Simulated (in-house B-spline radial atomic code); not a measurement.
Sr²⁺. Computed with a B-spline radial atomic code. Model: non-relativistic spherical atom: semilocal Troullier-Martins pseudo-atom, one channel per l, against all electrons, high spin, G0W0 and RPA with empty states to l = 8, local potential for every l without a channel, a model core (radius 0 = none) keeps its share of the functional.

Without relativity these are model numbers for so heavy an element.

What the tables leave out is listed at the end.

The pseudopotential gives back the lowest level of each angular momentum of its own functional in the configuration it was made in; a second state of the same l is only approximately right. Exact exchange, RPA and GW see the smooth pseudo-orbitals and miss the exchange with the core, for which the functional's share stands in. The column with an uncorrelated core keeps all orbitals and exact exchange, and so separates missing core correlation from pseudisation. Only the three outermost levels and the lowest empty one were computed. RPA here is direct RPA, with no exchange kernel, and its energies carry an (l + 1/2)⁻⁴ tail. A hybrid on a potential with a model core restores only its own semilocal share of the core's exchange.

Command:
```bash
python run_psgw.py task.json out
```
Settings (lengths in bohr, energies in hartree):
```
Z                      38
electrons              36
configuration          [Ar] 3d10 4s2 4p6
generated_in           [Kr] 5s2
functional             pbe,pbe
core_shells            7
radius_factor          0.9
core_correction        True
```

Cost of the run: 22 s on 1 thread of Arm Neoverse N1, on a shared host.

Given: made with PBE; model core radius 0.983 bohr; local radius 1.526 bohr; mean-field start PBE.

Valence shells of the generating configuration: 4p, 5s.

Channel: s 3.388, p 1.197, d 1.837 (radii in bohr).

Computed: largest level miss in the spin-unpolarised generating configuration 0.001 eV; valence RPA correlation energy all-electron orbitals -0.27233 hartree; valence RPA correlation energy pseudo -0.40126 hartree; pseudo-atom RPA polarisability 5.818 bohr³.

```json
{"level": "4p", "occupied": "1", "mean-field all-electron (eV)": "-36.453", "mean-field pseudo minus all (eV)": "0.167", "G0W0 all-electron (eV)": "-43.11", "G0W0 uncorrelated core minus all (eV)": "-0.356", "G0W0 pseudo minus all (eV)": "1.237", "exchange self-energy all-electron (eV)": "-27.536", "exchange self-energy pseudo (eV)": "-19.091"}
{"level": "4d (empty)", "occupied": "0", "mean-field all-electron (eV)": "-13.558", "mean-field pseudo minus all (eV)": "0.064", "G0W0 all-electron (eV)": "-9.4957", "G0W0 uncorrelated core minus all (eV)": "0.253", "G0W0 pseudo minus all (eV)": "0.323", "exchange self-energy all-electron (eV)": "-6.3896", "exchange self-energy pseudo (eV)": "-3.847"}
```

Problem. What is the all-electron RPA polarisability, core included?

Solution. 5.4537 bohr³.

Given: mean-field start PBE0.

Computed: valence RPA correlation energy pseudo -0.3787 hartree; all-electron RPA polarisability, core included 5.0125 bohr³; pseudo-atom RPA polarisability 5.6971 bohr³.

```tsv
level	occupied	mean-field all-electron (eV)	mean-field pseudo minus all (eV)	G0W0 all-electron (eV)	G0W0 uncorrelated core minus all (eV)	G0W0 pseudo minus all (eV)	exchange self-energy all-electron (eV)	exchange self-energy pseudo (eV)
4p	1	-38.391	1.107	-43.257	-0.296	1.668	-27.465	-18.91
5s (empty)	0	-12.546	-0.316	-10.838	0.076	-0.552	-1.8664	-1.8838
```

Problem. What is the valence RPA correlation energy all-electron orbitals?

Solution. -0.25355 hartree.

Among the listed levels the largest G0W0 shift of the pseudo-atom is +1.67 eV, for 4p on the PBE0 start, while leaving the core uncorrelated moves that level by -0.30 eV. So pseudisation and the lost core exchange, not the missing core correlation, make the error. Not in the tables (levels of low weight, unsolved or above zero; the highest and the empty levels are kept at any weight): no Hartree-Fock pseudo-atom is run with a model core.
